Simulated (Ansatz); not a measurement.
Geometry optimisation, RKS PBE-D4/def2-SVP in Ansatz 0.2.0.

Input:

```yaml
crystal:
  periodic: [false, false, false]
  atoms:
    - { symbol: Ge, position_ang: [0.0, 0.0, 0.0] }
    - { symbol: F, position_ang: [0.0, 0.0, 2.03] }
    - { symbol: F, position_ang: [1.5842, 0.0, -0.5594] }
    - { symbol: F, position_ang: [-0.7913, 1.3709, -0.5594] }
    - { symbol: F, position_ang: [-0.7913, -1.3709, -0.5594] }
    - { symbol: O, position_ang: [-1.9644, 0.0, 0.6527] }
    - { symbol: Al, position_ang: [-3.2781, -0.9643, -0.0632] }
    - { symbol: H, position_ang: [-3.009, -2.4314, -0.5204] }
    - { symbol: H, position_ang: [-4.6987, -0.3425, -0.2335] }
    - { symbol: H, position_ang: [-1.1899, 0.0, 1.7453] }
basis:
  gaussian: { orbitals: def2-SVP }
hamiltonian:
  xc: pbe
  dispersion: d4
relax:
  f_tol: 0.15
  max_steps: 25
  restrain:
    - { distance: [0, 5], at: 1.77, k: 30.0 }
    - { distance: [9, 1], at: 0.92, k: 30.0 }
    - { distance: [0, 1], at: 2.88, k: 30.0 }
    - { distance: [9, 5], at: 2.21, k: 30.0 }
```

Launched with:

```bash
$ ansatz run input.yaml --threads 4 --pin off --max-ram 5120MiB --backend cpu --events-out ev --progress --plain --runs-dir out
```

Q: Where does it end, and by what steps?

A: The run converged. The restraints hold the end off the free minimum. After 20 steps the energy has fallen by 2.657 eV (the restraints' own energy left out); F5 moved furthest, 1.64 Å. Parted: Ge1–F2 (2.03 → 2.88 Å). Joined: F2–H10 (1.22 → 0.93 Å).

| step | energy less start (eV) | largest force component (eV/Å) | accepted |
| --- | --- | --- | --- |
| 0 | 0.0000 | 4.414 | yes |
| 1 | 0.2919 | 3.547 | yes |
| 2 | 0.1655 | 3.689 | yes |
| 3 | -0.8145 | 1.950 | yes |
| 4 | -1.5157 | 1.116 | yes |
| 5 | -1.8551 | 0.650 | yes |
| 6 | -2.1219 | 0.704 | yes |
| 7 | -2.3008 | 0.573 | yes |
| 8 | -2.3798 | 0.399 | yes |
| 9 | -2.4470 | 0.379 | yes |
| 10 | -2.5249 | 0.346 | yes |
| 11 | -2.5821 | 0.425 | yes |
| 12 | -2.6252 | 0.333 | yes |
| 13 | -2.6337 | 0.479 | yes |
| 14 | -2.6294 | 0.518 | no |
| 15 | -2.6401 | 0.305 | yes |
| 16 | -2.6436 | 0.317 | yes |
| 17 | -2.6477 | 0.462 | yes |
| 18 | -2.6468 | 0.331 | no |
| 19 | -2.6526 | 0.442 | yes |
| 20 | -2.6572 | 0.390 | yes |

```xyz
10
Properties=species:S:1:pos:R:3
Ge -0.363 -0.115 -0.413
F -0.173 0.798 2.307
F 0.912 -1.097 0.210
F 0.150 1.526 -0.553
F -0.654 -0.668 -2.038
O -1.909 -0.271 0.420
Al -3.291 -1.274 -0.002
H -3.030 -2.656 -0.748
H -4.682 -0.704 0.538
H -1.098 0.724 2.211
```

Time of the run: 44 s on 4 threads of Arm Neoverse V1, with other jobs on the host, peak memory 0.21 GiB.
